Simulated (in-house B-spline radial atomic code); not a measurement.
**Xe20+: [Ar] (3d3/2)3 (3d5/2)6 4s2 4p5 (with a hole in an inner shell)**

All numbers are computed (Dirac-Hartree-Fock, average of the jj configuration; Fermi nucleus of rms radius 4.7859 fm) with an all-electron radial atomic-structure program (B-spline basis), not measured.

Z_r = [3n² - l(l+1)]/(2<r>); Z_e = n√(-2ε); the last column is Slater's effective charge. Values are occupation-weighted means over j. An effective charge above Z reflects the relativistic contraction of the inner shells.

```json
{"shell": "1s", "electrons": "2", "ε (eV)": "-35366", "<r> (bohr)": "0.02665", "Z_r": "56.28", "Z_e": "50.98", "Slater": "53.70"}
{"shell": "2s", "electrons": "2", "ε (eV)": "-6115.6", "<r> (bohr)": "0.1138", "Z_r": "52.70", "Z_e": "42.40", "Slater": "49.85"}
{"shell": "2p", "electrons": "6", "ε (eV)": "-5551.6", "<r> (bohr)": "0.09994", "Z_r": "50.03", "Z_e": "40.40", "Slater": "49.85"}
{"shell": "3s", "electrons": "2", "ε (eV)": "-1732.5", "<r> (bohr)": "0.3", "Z_r": "44.99", "Z_e": "33.85", "Slater": "42.75"}
{"shell": "3p", "electrons": "6", "ε (eV)": "-1543.9", "<r> (bohr)": "0.2975", "Z_r": "42.02", "Z_e": "31.96", "Slater": "42.75"}
{"shell": "3d", "electrons": "9", "ε (eV)": "-1268.6", "<r> (bohr)": "0.2731", "Z_r": "38.45", "Z_e": "28.97", "Slater": "33.20"}
{"shell": "4s", "electrons": "2", "ε (eV)": "-701.35", "<r> (bohr)": "0.6472", "Z_r": "37.08", "Z_e": "28.72", "Slater": "27.45"}
{"shell": "4p", "electrons": "5", "ε (eV)": "-631.04", "<r> (bohr)": "0.6679", "Z_r": "34.44", "Z_e": "27.24", "Slater": "27.45"}
```

The least bound orbital is 4p3/2 at -625.5 eV, and it is also the most diffuse (<r> = 0.6735 bohr). The part-filled 3d shell lies below the filled 4s shell in orbital energy.

For the 1s electron the small component carries 3.96 % of the norm, the zero-frequency Breit interaction raises the level by 87.14 eV, self-energy by 49.96 eV, and vacuum polarisation lowers it by 7 eV.

The density falls to 0.001 bohr⁻³ at 1.57 bohr; Σ<r²> = 5.1672 bohr² gives, by the non-relativistic formula and without the paramagnetism of open shells, a Langevin diamagnetic susceptibility of -4.092×10⁻⁶ cm³/mol.
